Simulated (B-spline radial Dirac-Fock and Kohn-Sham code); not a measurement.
**W⁺ 4f5/2: cross section and angular parameters**

System: W⁺, configuration 1s2 2s2 2p6 3s2 3p6 3d10 4s2 4p6 4d10 4f14 5s2 5p6 5d4 6s1; threshold 53.01 eV (orbital energy of the model). Model: Dirac-Hartree-Slater photoionisation with a Latter tail; cross sections with all multipoles, angular parameters from the dipole term and its interference with E2. Program: a B-spline atomic structure program.

For linearly polarised light dσ/dΩ = σ/(4π) [1 + β P₂(cos θ) + (δ + γ cos²θ) sin θ cos φ], with θ from the polarisation vector and φ the angle between the beam and the projection of the electron momentum on the plane normal to the polarisation.

```
hν (eV)  σ (kb)      β      γ      δ
   67.7     378  1.705  0.003  0.000
    105    1300  0.698  0.005  0.008
    121    1740  0.467  0.002  0.011
    145    2270  0.328  0.000  0.013
    200       ?      ?      ?      ?
    231    2660  0.340  0.000  0.019
    398    1580  0.592  0.010  0.029
    426    1410  0.628  0.013  0.030
    438    1350  0.643  0.014  0.031
    556     854  0.764  0.028  0.038
    600     723  0.801  0.035  0.041
    615     684  0.812  0.038  0.041
    618     677  0.815  0.038  0.042
    788     374  0.916  0.073  0.052
    800     360  0.922  0.076  0.052
    833     324  0.936  0.084  0.054
   1140     134  1.024  0.171  0.071
   1160     127  1.027  0.178  0.072
   1360    78.1  1.052  0.242  0.083
   2000    22.1  1.061  0.448  0.116
 2984.4    5.33  1.005  0.717  0.163
   3740    2.29  0.951  0.879  0.198
   4710   0.937  0.887  1.047  0.243
 5414.7   0.538  0.845  1.147  0.275
   5960   0.365  0.816  1.215  0.299
   6770   0.217  0.776  1.303  0.334
   9340  0.0561  0.677  1.521  0.440
  12000  0.0189  0.600  1.678  0.542
```

**Question.** Give the values at 200 eV.

**Answer.** σ = 2720 kb, β = 0.301, γ = -0.001, δ = 0.017.

Values without a named source are computed, but for edge energies of neutral atoms, which are taken from tables.
